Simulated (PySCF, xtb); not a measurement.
Mg(Cl)(OH) (ClHMgO), SMILES [Mg]([OH])[Cl].

GFN2-xTB (xtb) at its own geometry gives an orbital gap of 2.56 eV and a dipole moment of 0.70 D.

Geometry optimised at PBE-D3(BJ)/def2-TZVP. Other conformers were not sampled.

**Question.** What does PySCF with r2SCAN/def2-TZVPD give? (The exact figures need the calculation; the answer reports its results.)

**Answer.** gap 5.26 eV (levels -7.00 and -1.74 eV), dipole 1.95 D.
